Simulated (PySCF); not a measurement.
Two-component Hartree-Fock for Pd³⁺ (palladium, charge +3)

Start: [Kr] 4d7; 4d3/2 filled at m_j = +1/2, +3/2; 4d5/2 filled at m_j = -3/2, -1/2, +1/2, +3/2, +5/2. Calculated with PySCF 2.14 in x2c-TZVPall-2c (8s9p7d1f, 77 functions): generalised Hartree-Fock with the X2C-1e Hamiltonian and a Gaussian nucleus; one run each with spin-orbit coupling (SO) switched off, then screened by Boettger's factors. This is a chosen level, not necessarily the ground level.

```tsv
spinor shell	electrons	ε, spin-free (eV)	ε, screened SO (eV)	weight of nominal j (screened SO)	rms radius, screened SO (bohr)
1s1/2	2	-24517.6	-24515.7	1.000	0.0365
2s1/2	2	-3699.7	-3699.1	1.000	0.150
2p1/2	2	-3314.4	-3424.8	1.000	0.130
2p3/2	4	-3314.4	-3263.2	1.000	0.135
3s1/2	2	-737.56	-737.36	1.000	0.403
3p1/2	2	-607.72	-627.63	1.000	0.399
3p3/2	4	-607.72	-598.34	1.000	0.409
3d3/2	4	-401.81	-405.46	0.992	0.387
4s1/2	2	-146.02	-145.95	1.000	1.00
4p1/2	2	-105.85	-111.53	0.845	1.09
4p3/2	4	-105.85	-103.06	0.923	1.11
4d5/2	5	-49.747	-50.559	0.528	1.40
4d3/2	2	-49.747	-47.755	0.615	1.42
```

Where does 3d5/2 lie, and what is the 3d spin-orbit splitting (screened SO)?

At -399.14 eV, 6.313 eV above 3d3/2.

| quantity | spin-free | screened SO |
| --- | --- | --- |
| E (hartree) | -5040.29945 | -5041.16804 |
| M_J | 9/2 | 9/2 |
| ⟨J²⟩ | 24.756 | 24.757 |
| ⟨L²⟩ | 12.005 | 12.214 |
| ⟨S²⟩ | 3.751 | 3.690 |

Each row is a mean over spinors that exchange with the open shell spreads, by up to 9.742 eV (4p3/2).

Rows whose weight is well below 1 are mixtures of j = l ± 1/2: exchange outweighs spin-orbit coupling there, and the label is only the starting occupation.

Breit and QED terms are absent; they matter most for the inner s and p1/2 levels.

Densities and radii are taken from the X2C orbitals without a picture-change correction, which distorts them close to the nucleus.

Without spin-orbit coupling the j labels of p, d and f shells carry no meaning; the spin-free column gives the mean over the occupied spinors of each nl shell.
